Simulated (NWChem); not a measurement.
System: SiH2O2, singlet; SMILES [Si](O)O

NWChem input:

```
start job
memory heap 200 mb stack 900 mb global 1100 mb
geometry units angstroms noautosym nocenter noautoz
  Si     0.626107     0.020542     0.000000
  O     -0.411497     1.317374     0.000000
  H     -1.354995     1.103873     0.000000
  O     -0.518460    -1.209484     0.000000
  H     -0.167354    -2.106665     0.000000
end
basis spherical
  Si library pcsseg-1
  O library pcsseg-1
  H library pcsseg-1
end
dft
  xc pbe0
  iterations 150
end
property
  shielding
end
task dft property
```

Output (shortened):

```
             Northwest Computational Chemistry Package (NWChem) 7.3.0
             --------------------------------------------------------

                             Geometry "geometry" -> ""
                             -------------------------

 Output coordinates in angstroms (scale by  1.889725989 to convert to a.u.)

  No.       Tag          Charge          X              Y              Z
 ---- ---------------- ---------- -------------- -------------- --------------
    1 Si                  14.0000     0.62610700     0.02054200     0.00000000
    2 O                    8.0000    -0.41149700     1.31737400     0.00000000
    3 H                    1.0000    -1.35499500     1.10387300     0.00000000
    4 O                    8.0000    -0.51846000    -1.20948400     0.00000000
    5 H                    1.0000    -0.16735400    -2.10666500     0.00000000

 Effective nuclear repulsion energy (a.u.)     102.7744431639

                              NWChem Property Module
                              ----------------------

  itol2e modified to match energy
  convergence criterion.

                                 NWChem DFT Module
                                 -----------------

 Summary of "ao basis" -> "ao basis" (spherical)
 ------------------------------------------------------------------------------
       Tag                 Description            Shells   Functions and Types
 ---------------- ------------------------------  ------  ---------------------
 Si                         pcsseg-1                10       24   4s5p1d
 O                          pcsseg-1                 7       17   3s3p1d
 H                          pcsseg-1                 3        5   2s1p

  itol2e modified to match energy
  convergence criterion.

            General Information
            -------------------
          SCF calculation type: DFT
          Wavefunction type:  closed shell.
          No. of atoms     :     5
          No. of electrons :    32
           Alpha electrons :    16
            Beta electrons :    16
          Charge           :     0
          Spin multiplicity:     1
          Use of symmetry is: off; symmetry adaption is: off
          Maximum number of iterations: 150
          AO basis - number of functions:    68
                     number of shells:    30
          Convergence on energy requested:  1.00D-07
          Convergence on density requested:  1.00D-05
          Convergence on gradient requested:  5.00D-04

              XC Information
              --------------
                         PBE0 Method XC Functional
                     Hartree-Fock (Exact) Exchange  0.250
          PerdewBurkeErnzerhof Exchange Functional  0.750
            Perdew 1991 LDA Correlation Functional  1.000 local
           PerdewBurkeErnz. Correlation Functional  1.000 non-local

             Grid Information
             ----------------
          Grid used for XC integration:  fine
          Radial quadrature: Mura-Knowles
          Angular quadrature: Lebedev.
          Tag              B.-S. Rad. Rad. Pts. Rad. Cut. Ang. Pts.
          ---              ---------- --------- --------- ---------
          Si                  1.10      123           9.0       770
          O                   0.60       70          10.0       590
          H                   0.35       60          10.0       590
          Grid pruning is: on
          Number of quadrature shells:   383
          Spatial weights used:  Erf1

      Superposition of Atomic Density Guess
      -------------------------------------

 Sum of atomic energies:        -439.30321460

      Non-variational initial energy
      ------------------------------

 Total energy =    -439.930847
 1-e energy   =    -811.417546
 2-e energy   =     268.712256
 HOMO         =      -0.285454
 LUMO         =      -0.017629

   convergence    iter        energy       DeltaE   RMS-Dens  Diis-err
 ---------------- ----- ----------------- --------- --------- ---------
 d= 0,ls=0.0,diis     1   -440.7988348553 -5.44D+02  1.50D-02  9.50D-01
 d= 0,ls=0.0,diis     2   -440.7022958508  9.65D-02  8.63D-03  2.02D+00
 d= 0,ls=0.0,diis     3   -440.8914765770 -1.89D-01  8.14D-04  1.81D-02
 d= 0,ls=0.0,diis     4   -440.8929733991 -1.50D-03  2.05D-04  5.68D-04
 d= 0,ls=0.0,diis     5   -440.8930081995 -3.48D-05  8.71D-05  2.01D-04
  Resetting Diis
 d= 0,ls=0.0,diis     6   -440.8930250718 -1.69D-05  2.74D-05  7.98D-06
 d= 0,ls=0.0,diis     7   -440.8930259182 -8.46D-07  8.92D-06  1.31D-07
 d= 0,ls=0.0,diis     8   -440.8930259153  2.99D-09  3.51D-06  2.20D-07

         Total DFT energy =     -440.893025915255
      One electron energy =     -814.298619340214
           Coulomb energy =      309.215231194915
    Exchange-Corr. energy =      -38.584080933874
 Nuclear repulsion energy =      102.774443163917

 Numeric. integr. density =       32.000000029587

                       DFT Final Molecular Orbital Analysis
                       ------------------------------------

[...]

          -----------------------------------------
          Chemical Shielding Tensors (GIAO, in ppm)
          -----------------------------------------

                                NWChem CPHF Module
                                ------------------

  scftype          =     RHF
  nclosed          =       16
  nopen            =        0
  variables        =      832
  # of vectors     =        3
  tolerance        = 0.10D-03
  level shift      = 0.00D+00
  max iterations   =       50
  max subspace     =       30

 SCF residual:    1.5957221001601252E-004

Iterative solution of linear equations
  No. of variables      832
  No. of equations        3
  Maximum subspace       30
        Iterations       50
       Convergence  1.0D-04

   iter   nsub   residual    time
   ----  ------  --------  ---------
     1      3    8.06D-01       8.0
     2      6    3.58D-02       9.0
     3      9    1.33D-03      10.0
     4     12    1.05D-04      11.0
     5     15    4.63D-06      12.0

      Atom:    1  Si
        Diamagnetic
    876.2656      0.5044     -0.0000
      0.5044    880.9171     -0.0000
     -0.0000     -0.0000    874.0330

        Paramagnetic
   -451.8671     -1.4392      0.0000
     -1.4392   -858.8590     -0.0000
      0.0000     -0.0000   -565.0260

        Total Shielding Tensor
    424.3986     -0.9348      0.0000
     -0.9348     22.0581     -0.0000
      0.0000     -0.0000    309.0070

           isotropic =     251.8212
          anisotropy =     258.8693

          Principal Components and Axis System
                 1           2           3
              424.4008    309.0070     22.0559

      1         1.0000     -0.0000      0.0023
      2        -0.0023     -0.0000      1.0000
      3         0.0000      1.0000      0.0000

      Atom:    2  O
        Diamagnetic
    403.5487     -7.5355     -0.0000
     -7.5355    392.9902      0.0000
     -0.0000      0.0000    376.2645

        Paramagnetic
   -278.4550   -158.0145     -0.0000
   -158.0145   -266.3234     -0.0000
     -0.0000     -0.0000   -162.9830

        Total Shielding Tensor
    125.0937   -165.5500     -0.0000
   -165.5500    126.6668     -0.0000
     -0.0000     -0.0000    213.2816

           isotropic =     155.0140
          anisotropy =     204.6271

          Principal Components and Axis System
                 1           2           3
              291.4321    213.2816    -39.6716

      1        -0.7054     -0.0000      0.7088
      2         0.7088     -0.0000      0.7054
      3         0.0000      1.0000      0.0000

      Atom:    3  H
        Diamagnetic
     44.8778      0.2163     -0.0000
      0.2163     26.5288     -0.0000
     -0.0000     -0.0000     20.2823

        Paramagnetic
     -9.9633     -3.6496      0.0000
     -3.6496     -5.2354     -0.0000
      0.0000     -0.0000      2.0542

        Total Shielding Tensor
     34.9145     -3.4333      0.0000
     -3.4333     21.2933     -0.0000
      0.0000     -0.0000     22.3365

           isotropic =      26.1814
          anisotropy =      14.3242

          Principal Components and Axis System
                 1           2           3
               35.7309     22.3365     20.4769

      1         0.9729     -0.0000      0.2313
      2        -0.2313     -0.0000      0.9729
      3         0.0000      1.0000      0.0000

      Atom:    4  O
        Diamagnetic
    388.5853      3.9704     -0.0000
      3.9704    409.5754     -0.0000
     -0.0000     -0.0000    377.0164

        Paramagnetic
   -204.6917    179.2543      0.0000
    179.2543   -442.9937     -0.0000
      0.0000     -0.0000   -178.4503

        Total Shielding Tensor
    183.8936    183.2247     -0.0000
    183.2247    -33.4184     -0.0000
     -0.0000     -0.0000    198.5662

           isotropic =     116.3471
          anisotropy =     257.8654

          Principal Components and Axis System
                 1           2           3
              288.2574    198.5662   -137.7821

      1         0.8689      0.0000     -0.4949
      2         0.4949      0.0000      0.8689
      3        -0.0000      1.0000      0.0000

      Atom:    5  H
        Diamagnetic
     25.3729     -4.7446     -0.0000
     -4.7446     46.5402      0.0000
     -0.0000      0.0000     22.4132

        Paramagnetic
     -4.3395      6.5298     -0.0000
      6.5298    -13.2334      0.0000
     -0.0000      0.0000      1.6549

        Total Shielding Tensor
     21.0333      1.7852     -0.0000
      1.7852     33.3067      0.0000
     -0.0000      0.0000     24.0681

           isotropic =      26.1361
          anisotropy =      11.1376

          Principal Components and Axis System
                 1           2           3
               33.5611     24.0681     20.7790

      1         0.1411     -0.0000      0.9900
      2         0.9900      0.0000     -0.1411
      3         0.0000      1.0000      0.0000
```

Level: PBE0/pcSseg-1, GIAO. Low-valent species are run as closed-shell singlets; no triplet was tried in these runs. The geometry was optimised at PBE0/def2-SVP. The printed shielding anisotropy is the first printed principal value minus the mean of the other two.
